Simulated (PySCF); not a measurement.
# Telling isomers of C9H12Si apart by NMR

[PySCF 2.14.0 with density-fitted response routines: shielding tensors at PBE0/pcSseg-1 (GIAO); geometry from GFN2-xTB; one conformer; in vacuum; one averaged value for each set of equivalent atoms; relativity neglected]

Shifts are taken against calculated references (same method and geometry level): TMS for ¹H, ¹³C. Where no couplings were computed, multiplicities follow the n + 1 count of equivalent neighbours, and m marks all less simple cases (inequivalent or close neighbours, rings, F or P nearby). Shifts are as computed. Against solution values, carbons near 30 ppm lie about +3 ppm off and those near 130 ppm about +5 ppm. Of 1211 compounds with measured shifts, 218 miss one by over three times the rms of a fit or turn the order of signals round; such compounds aren't used in these exercises.

(1) Tabulate the signals of `[SiH3]C[C@]12C=C[C@@H]3[C@H](C=C1)[C@@H]32`, `C#C[Si@]1(C)C[C@H](C#CC)C1`, `C[C@@H]1[SiH2]C=C1C#CC1CC1`, `C=C(C)C#CC1=C[SiH2][C@@H]1C`, `c1ccc(C2C[SiH2]C2)cc1`, `[SiH3]CC12C=CC(C=C1)C=C2` and their relative energies.

(2) What is the quickest way to tell C#C[Si@]1(C)C[C@H](C#CC)C1 from C[C@@H]1[SiH2]C=C1C#CC1CC1?

(3) What is the quickest way to tell C[C@@H]1[SiH2]C=C1C#CC1CC1 from C=C(C)C#CC1=C[SiH2][C@@H]1C?

(4) What is the quickest way to tell C=C(C)C#CC1=C[SiH2][C@@H]1C from c1ccc(C2C[SiH2]C2)cc1?

## Answers

(1) 
```json
{"SMILES": "[SiH3]C[C@]12C=C[C@@H]3[C@H](C=C1)[C@@H]32", "carbon types": "1×C 7×CH 1×CH2", "δC": "142.3, 125.0, 63.5, 55.3, 47.5, 15.9", "δH": "5.87 (d, 2H), 5.07 (m, 2H), 3.73 (t, 3H), 3.18 (m, 2H), 2.69 (m, 1H), 1.05 (q, 2H)", "E rel. (kcal/mol)": "37.8"}
{"SMILES": "C#C[Si@]1(C)C[C@H](C#CC)C1", "carbon types": "3×C 2×CH 2×CH2 2×CH3", "δC": "104.4, 93.2, 92.0, 84.1, 28.7, 21.7, 5.0, 0.6", "δH": "2.96 (m, 1H), 2.12 (s, 1H), 2.01 (s, 3H), 1.89 (m, 2H), 1.86 (m, 2H), 0.40 (s, 3H)", "E rel. (kcal/mol)": "64.4"}
{"SMILES": "C[C@@H]1[SiH2]C=C1C#CC1CC1", "carbon types": "3×C 3×CH 2×CH2 1×CH3", "δC": "160.1, 142.9, 112.1, 79.3, 35.5, 19.4, 12.8, 12.4, 3.6", "δH": "6.24 (m, 1H), 4.83 (m, 1H), 4.49 (m, 1H), 2.27 (m, 1H), 1.58 (m, 1H), 1.25 (d, 3H), 0.91 (m, 1H), 0.90 (m, 1H), 0.79 (m, 1H), 0.73 (m, 1H)", "E rel. (kcal/mol)": "69.0"}
{"SMILES": "C=C(C)C#CC1=C[SiH2][C@@H]1C", "carbon types": "4×C 2×CH 1×CH2 2×CH3", "δC": "159.5, 146.2, 134.9, 132.0, 105.6, 94.7, 35.9, 26.9, 19.3", "δH": "6.39 (m, 1H), 5.78 (m, 1H), 5.75 (m, 1H), 4.87 (m, 1H), 4.54 (m, 1H), 2.42 (m, 1H), 2.08 (s, 3H), 1.40 (d, 3H)", "E rel. (kcal/mol)": "62.8"}
{"SMILES": "c1ccc(C2C[SiH2]C2)cc1", "carbon types": "1×C 6×CH 2×CH2", "δC": "160.2, 134.1, 131.6, 131.1, 42.8, 21.1", "δH": "7.65 (m, 2H), 7.64 (m, 2H), 7.48 (t, 1H), 5.08 (m, 1H), 4.90 (m, 1H), 3.52 (m, 1H), 2.22 (m, 2H), 1.51 (m, 2H)", "E rel. (kcal/mol)": "0.0"}
{"SMILES": "[SiH3]CC12C=CC(C=C1)C=C2", "carbon types": "1×C 7×CH 1×CH2", "δC": "155.2, 152.3, 57.9, 54.4, 15.8", "δH": "7.21 (m, 3H), 6.96 (d, 3H), 4.69 (m, 1H), 4.03 (t, 3H), 1.78 (q, 2H)", "E rel. (kcal/mol)": "43.1"}
```

Energies are electronic energies at PBE0/pcSseg-1 on these geometries, without zero-point or thermal terms, each for the one conformer computed, which needn't be the lowest.

(2) Count the carbon signals: 8 against 9. The first has a terminal alkyne carbon (CH) at 104.4 ppm, the second a fully substituted alkene carbon (C) at 160.1 ppm. In the proton spectra the most deshielded non-exchanging signals are 2.96 (m, 1H) and 6.24 (m, 1H).

(3) Both give the same number of carbon signals, but DEPT or the intensities differ. The first has a three-membered-ring carbon (CH2) at 12.8 ppm, the second a terminal =CH2 carbon at 132.0 ppm. Their most deshielded carbons lie at 160.1 and 159.5 ppm.

(4) Count the carbon signals: 9 against 6. The first has a terminal =CH2 carbon at 132.0 ppm, the second an sp3 CH2 bonded to Si at 21.1 ppm. Their most deshielded carbons lie at 159.5 and 160.2 ppm. In the proton spectra the most deshielded non-exchanging signals are 6.39 (m, 1H) and 7.65 (m, 2H).
